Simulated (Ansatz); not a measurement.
Consider the ligand exchange at a B–C bond: `C#CB(F)F` + HCl → `FB(F)Cl` + `C#C`.

Computed with Ansatz on PBE0-D4/def2-TZVP structures; ΔE is electronic, products minus reactants. CCSD(T)/CBS adds triple-zeta CCSD(T) − MP2 to the extrapolated MP2 energy (def2 sets, frozen cores). This one scheme is used for every species. DFT in def2-TZVPP. B3LYP here is the variant with VWN-RPA as its local correlation; programs differ in this. HSE06 is defined as in plane-wave codes.

```
             level  ΔE (kcal/mol)  difference from CCSD(T)/CBS
       LDA (SPW92)           -7.7                          0.3
            PBE-D4           -7.6                          0.4
         revPBE-D4           -7.6                          0.4
           BLYP-D4           -7.1                          0.9
         r2SCAN-D4           -8.3                         -0.3
            B97M-V           -7.7                          0.3
           PBE0-D4           -8.0                          0.0
          B3LYP-D4           -7.5                          0.5
        r2SCANh-D4           -8.4                         -0.4
        r2SCAN0-D4           -8.6                         -0.6
          HSE06-D4           -8.0                          0.0
          BHLYP-D4           -8.0                          0.0
      CAM-B3LYP-D4           -7.9                          0.1
           ωB97X-V           -8.7                         -0.7
           ωB97M-V           -8.7                         -0.7
            B2PLYP           -7.9                          0.1
          PBE-QIDH           -8.5                         -0.5
               PBE           -7.6                          0.4
            revPBE           -7.5                          0.5
              BLYP           -7.1                          0.9
            r2SCAN           -8.3                         -0.3
              PBE0           -8.1                         -0.1
           r2SCANh           -8.5                         -0.5
           r2SCAN0           -8.7                         -0.7
             HSE06           -8.1                         -0.1
             BHLYP           -8.0                          0.0
         CAM-B3LYP           -8.0                          0.0
           LC-ωPBE           -8.9                         -0.9
RPA@PBE/def2-TZVPP           -7.4                          0.6
       HF/def2-SVP           -9.2                         -1.2
      MP2/def2-SVP           -9.8                         -1.8
     CCSD/def2-SVP           -9.6                         -1.6
  CCSD(T)/def2-SVP           -9.4                         -1.4
     HF/def2-TZVPP           -8.5                         -0.5
   CCSD/def2-TZVPP           -7.9                          0.1
     HF/def2-QZVPP           -8.4                         -0.4
    MP2/def2-QZVPP           -8.4                         -0.4
SCS-MP2/def2-QZVPP           -8.1                         -0.1
     MP2/CBS(def2)           -8.4                         -0.4
    CCSD/CBS(def2)           -8.0                          0.0
       CCSD(T)/CBS           -8.0                            0
```

(1) What do rigid-rotor, harmonic-oscillator terms from PBE0-D4/def2-TZVP frequencies (298.15 K, 1 bar) make of the CCSD(T)/CBS value? (Best estimate.)

Largest T1 diagnostic among the species: 0.014.

## Answers

(1) The calculation gave: ΔZPE = +1.4 kcal/mol, ΔH = -7.0 kcal/mol, ΔS = -4 J/(mol·K), ΔG = -6.7 kcal/mol.

Leaving LDA and LC-ωPBE aside and taking each functional with its dispersion term where it has one, the values spread over 1.6 kcal/mol, from ωB97M-V to BLYP-D4. From BLYP to BHLYP (50 % exact exchange), in def2-TZVPP and without D4, ΔE moves by −0.9 kcal/mol. At CCSD(T), def2-SVP lies −1.5 kcal/mol from the extrapolated value and def2-TZVPP +0.0 kcal/mol.
